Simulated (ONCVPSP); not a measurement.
**u(r) = r·R(r): atom against pseudo-atom (copper (Cu))**

Columns: radius, all-electron u(r) and pseudo u(r) of the 3d shell (level -9.79 eV) of copper in the configuration [Ne] 3s2 3p6 3d9 4s2; LDA (Perdew-Wang 92), scalar-relativistic, ONCV scheme, ONCVPSP 4.0.1.

```csv
r (bohr),all-electron,pseudo
0.057,0.0292,0.0091
0.115,0.1457,0.0678
0.172,0.3145,0.1974
0.230,0.4969,0.3898
0.288,0.6614,0.6028
0.345,0.7922,0.7880
0.402,0.8891,0.9208
0.460,0.9550,0.9966
0.518,0.9924,1.0248
0.575,1.0069,1.0247
0.632,1.0044,1.0111
0.690,0.9890,0.9903
0.747,0.9649,0.9649
0.805,0.9342,0.9341
0.862,0.9002,0.9000
0.920,0.8632,0.8631
0.977,0.8258,0.8256
1.035,0.7875,0.7873
1.092,0.7501,0.7500
1.150,0.7130,0.7129
1.208,0.6769,0.6768
1.265,0.6427,0.6427
1.322,0.6099,0.6099
1.380,0.5780,0.5779
1.438,0.5476,0.5475
1.495,0.5191,0.5190
```

How many radial nodes do the two functions have?

The all-electron 3d function has n − l − 1 = 0; the pseudo-wave has 0.

At about which radius was the pseudo-wave matched?

0.80 bohr, where the columns begin to agree (steps of 0.06 bohr).

Where does each function peak?

Outermost all-electron maximum near 0.57 bohr, pseudo maximum near 0.52 bohr (to the table’s step).

Is the pseudo-wave norm-conserving?

Yes: the ONCV scheme keeps the norm inside the radius equal to the all-electron one, which fixes the energy derivative of the logarithmic derivative at the level.
